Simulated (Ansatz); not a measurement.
`C[SiH2]BO[SiH3]` + H₂ → `[SiH3]BO[SiH3]` + CH₄  (hydrogenolysis of the Si–C bond)

Computed with Ansatz on PBE0-D4/def2-TZVP structures; ΔE is electronic, products minus reactants. CCSD(T)/CBS adds triple-zeta CCSD(T) − MP2 to the extrapolated MP2 energy (def2 sets, frozen cores). This one scheme is used for every species. DFT in def2-TZVPP. One conformer a species, not always the lowest.

`C[SiH2]BO[SiH3]`:

Cartesian coordinates in Å:
```
C -2.488 1.023 -0.844
Si -0.799 0.353 -1.326
B 0.432 0.160 0.279
O 1.300 -0.872 0.357
Si 2.440 -1.282 1.492
H -3.012 0.327 -0.185
H -3.112 1.187 -1.725
H -2.389 1.975 -0.317
H -0.150 1.317 -2.269
H -0.952 -0.935 -2.063
H 0.429 0.972 1.178
H 2.438 -0.287 2.594
H 2.103 -2.629 2.009
H 3.761 -1.311 0.821
```

H₂:

```xyz
2

H    -0.178    0.327    0.023
H     0.178   -0.327   -0.023
```

`[SiH3]BO[SiH3]`:

Cartesian coordinates in Å:
```
Si 0.736 -0.720 -2.062
B -0.219 -0.490 -0.284
O 0.092 0.534 0.535
Si -0.492 0.989 2.023
H 1.759 0.329 -2.329
H -0.259 -0.701 -3.173
H 1.406 -2.052 -2.102
H -1.077 -1.269 0.061
H 0.644 0.987 2.974
H -1.544 0.039 2.464
H -1.046 2.356 1.893
```

CH₄:

Cartesian coordinates in Å:
```
C 0.000 0.000 0.000
H 0.767 -0.704 -0.323
H -0.977 -0.351 -0.330
H 0.200 0.979 -0.434
H 0.011 0.076 1.087
```

Q: Is it downhill or uphill in electronic energy at CCSD(T)/CBS, and by how much? (An estimate is asked.)

A: The calculation gave: Downhill: ΔE = -0.32 eV.

Q: What do these levels give: r2SCAN-D4, ωB97X-V, ωB97M-V, PBE, r2SCAN, HF/def2-TZVPP, SCS-MP2/def2-TZVPP, CCSD(T)/def2-TZVPP, MP2/def2-QZVPP, SCS-MP2/def2-QZVPP, MP2/CBS(def2), CCSD/CBS(def2)? (Estimate.)

A: The calculation gave: r2SCAN-D4 -0.32, ωB97X-V -0.35, ωB97M-V -0.33, PBE -0.36, r2SCAN -0.33, HF/def2-TZVPP -0.55, SCS-MP2/def2-TZVPP -0.35, CCSD(T)/def2-TZVPP -0.35, MP2/def2-QZVPP -0.28, SCS-MP2/def2-QZVPP -0.34, MP2/CBS(def2) -0.27, CCSD/CBS(def2) -0.36 eV.

Largest T1 diagnostic among the species: 0.014.

In def2-TZVPP, CCSD(T) changes the Hartree–Fock value by +0.20 eV (the triples alone add +0.04 eV) and MP2 by +0.26 eV. The D4 term adds +0.08 eV with B3LYP and +0.04 eV with PBE0; it sums over pairs of atoms, weighted by their polarisabilities, and B3LYP, whose exchange is more repulsive, gets the larger term.

B3LYP here is the variant with VWN-RPA as its local correlation; programs differ in this.
